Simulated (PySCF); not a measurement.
Species: C₅H₁₀O₃S.
SMILES with atom numbers: `[CH3:1][CH2:2][O:3][S:4](=[O:5])(=[O:6])[CH:7]1[CH2:8][CH2:9]1` (hydrogens: H10, H11, H12 on C1; H13, H14 on C2; H15 on C7; H16, H17 on C8; H18, H19 on C9)

Theory: PBE0-D3(BJ)/def2-SVP geometry optimisation, gas phase in PySCF.

(1) List the bond lengths, angles and torsions at this level.

Answers

(1) 
```json
{"bond": "C1–C2", "length (Å)": "1.507"}
{"bond": "C2–O3", "length (Å)": "1.432"}
{"bond": "O3–S4", "length (Å)": "1.620"}
{"bond": "S4=O5, S4=O6", "length (Å)": "1.450"}
{"bond": "S4–C7", "length (Å)": "1.763"}
{"bond": "C7–C8, C7–C9", "length (Å)": "1.499"}
{"bond": "C8–C9", "length (Å)": "1.494"}
{"bond": "C1–H10, C1–H11, C1–H12", "length (Å)": "1.100"}
{"bond": "C2–H13, C2–H14", "length (Å)": "1.102"}
{"bond": "C7–H15", "length (Å)": "1.093"}
{"bond": "C8–H16, C9–H19", "length (Å)": "1.093"}
{"bond": "C8–H17, C9–H18", "length (Å)": "1.093"}
```

Bonds in one row agree within 0.01 Å and their mean is given. A selection of angles:
```json
{"angle": "C1–C2–O3", "degrees": "107.8"}
{"angle": "C2–O3–S4", "degrees": "119.1"}
{"angle": "O3–S4–O5", "degrees": "108.6"}
{"angle": "O3–S4–O6", "degrees": "105.1"}
{"angle": "O3–S4–C7", "degrees": "102.3"}
{"angle": "O5–S4–O6", "degrees": "121.7"}
{"angle": "O5–S4–C7", "degrees": "108.9"}
{"angle": "O6–S4–C7", "degrees": "108.4"}
{"angle": "S4–C7–C8", "degrees": "118.1"}
{"angle": "C8–C7–C9", "degrees": "59.8"}
{"angle": "C7–C8–C9", "degrees": "60.3"}
```

Torsions: C1–C2–O3–S4 -155° (antiperiplanar); C2–O3–S4–O5 25° (synperiplanar); O3–S4–C7–C8 -76° (synclinal); S4–C7–C8–C9 -107° (anticlinal); S4–C7–C9–C8 108° (anticlinal). The mirror-image conformer, all signs reversed, is as good.

Of the pairs four or more bonds apart, O5···H14 is among the closest relative to their van der Waals radii: 2.32 Å, 85 % of the sum of Bondi's values. The O–S distances run from 1.448 Å (S4=O6, drawn double) to 1.620 Å (O3–S4, drawn single), a spread of 0.172 Å. S4 (sulfonyl sulfur) is distorted tetrahedral (angles from 102.3° to 121.7°). The 3-membered ring C7–C8–C9 has internal angles of 59.8° to 60.3°.

Point group: C1 (no symmetry element, even within 0.4 Å). Whether it is a minimum is left open (no frequencies). One conformer, not necessarily the lowest.

Rough CPU time on one thread of a shared machine: about 5 min. These figures are those of the optimisation.
